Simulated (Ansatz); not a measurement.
## Stretch profile

GaHSF2 (SMILES [F][Ga]([F])[SH]), closed shell, at its PBE0-D4/def2-TZVP minimum:

| atom | x (Å) | y (Å) | z (Å) |
| --- | --- | --- | --- |
| F1 | -0.3264 | -1.4861 | 1.6586 |
| Ga2 | 0.1427 | -0.3890 | 0.3977 |
| F3 | 1.8557 | -0.2712 | 0.1214 |
| S4 | -1.2985 | 0.7492 | -0.7456 |
| H5 | -0.3236 | 1.3235 | -1.4736 |

The bond length Ga2–F3 (1.739 Å at the minimum) is set to the values below, the two halves moving rigidly along the bond. Each method's energies count from its own value at the PBE0-D4 minimum structure. Computed with Ansatz 0.2.0 (basis: def2-TZVPP); correlated methods freeze the cores. Filled d shells of the heavier atoms are correlated. The def2 sets are not built for correlating such inner shells, so the correlated values are less sure here.

CCSD(T) energies along the scan:
```csv
bond length (Å),CCSD(T) (kJ/mol)
1.426,246.9
1.500,122.5
1.607,29.9
1.732,0.1
1.871,19.0
2.021,68.0
2.180,132.0
2.347,200.9
2.522,268.5
```
They count from the CCSD(T) energy at the PBE0-D4 minimum.

Minimum and curvature along this coordinate at CCSD(T): A fifth-order fit through the nearest points gives 1.738 Å, with a curvature of about 28 eV/Å².

Question: Treat the two halves as rigid bodies and work out the harmonic wavenumber of this stretch from that curvature (ν̃ = 521.5 √(k/μ) cm⁻¹ with k in eV/Å² and μ in u).

Answer: The halves weigh 121.80 and 19.00 u, so μ = 121.80 × 19.00/140.80 = 16.436 u and ν̃ = 521.5 √(28/16.436) ≈ 680 cm⁻¹. A true normal mode mixes in other motions, so this is a guide only.

Largest difference from the CCSD(T) curve over the scan: PBE-D4 49.7; r2SCAN-D4 16.1; wB97M-V 5.9; HF 35.7 kJ/mol. Each curve counts from its own value at the minimum.

No T1 diagnostic of these runs exceeds 0.021.

For scale, one of the runs: CCSD(T)/def2-TZVPP, 166 basis functions (an equivalent command: `ansatz run in.yaml --threads 4`). Hardware: 4 CPU threads, shared host. Wall time 27 s; peak host memory 1.4 GiB.
